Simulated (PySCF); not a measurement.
C6H14, charge -1, doublet, at the geometry of the source list (a state made from the parent by changing its charge; the spin is typed, not shown lowest) (in this run its highest filled SCF level lies above zero, so its values depend strongly on the basis, on diffuse functions most of all). Base run: MP2/3-21G (PySCF).

Here is a job for PySCF.
```python
from pyscf import gto, scf, mp

mol = gto.M(
    atom='''
C     2.83340000    0.85030000   -0.34240000
C     1.82880000    0.00110000    0.42560000
C     0.44440000    0.03160000   -0.21760000
C    -0.56010000   -0.81700000    0.55810000
C    -1.93330000   -0.90240000   -0.10840000
C    -2.66640000    0.43210000   -0.15860000
H     2.93620000    0.49080000   -1.36410000
H     2.50950000    1.88830000   -0.37790000
H     3.81090000    0.81330000    0.13320000
H     2.18440000   -1.03130000    0.46810000
H     1.75560000    0.36640000    1.45290000
H     0.09860000    1.06580000   -0.26140000
H     0.51550000   -0.34040000   -1.24290000
H    -0.67420000   -0.40920000    1.56570000
H    -0.15880000   -1.82930000    0.65710000
H    -1.81730000   -1.29070000   -1.12340000
H    -2.54310000   -1.61770000    0.44960000
H    -2.74670000    0.86090000    0.83800000
H    -3.67090000    0.29620000   -0.55390000
H    -2.14660000    1.14120000   -0.79750000
''',
    basis='3-21g',
    charge=-1,
    spin=1,
    verbose=4,
)

mf = scf.UHF(mol)
mf.kernel()

pt = mp.MP2(mf, frozen=6)
pt.kernel()
print('E(MP2) = %.10f' % pt.e_tot)
```

Variants of this job, named by their change:

| change | basis functions | E (Eh) | MP2 correlation (Eh) | SCF-reference HOMO (eV) | core-seconds (rough) |
|---|---|---|---|---|---|
| base | 82 | -234.39704 | -0.57955 | 6.56 | 3 |
| basis = STO-3G | 44 | -232.39375 | -0.32229 | 13.95 | 2 |
| basis = pcseg-0 | 82 | -235.08563 | -0.58464 | 5.03 | 4 |
| basis = 6-31G | 82 | -235.62844 | -0.57906 | 5.75 | 6 |
| basis = 6-31G* | 112 | -235.95780 | -0.81506 | 5.79 | 10 |
| basis = def2-SV(P) | 112 | -235.79035 | -0.79895 | 4.51 | 10 |
| basis = 6-31+G* | 136 | -236.09027 | -0.80103 | 1.98 | 30 |

Totals compare only among sets that treat the same electrons; sets with core potentials leave the core out.

Open shells are given as the SCF converged; they aren't shown to be the lowest states, and a large step between rows can be another state.
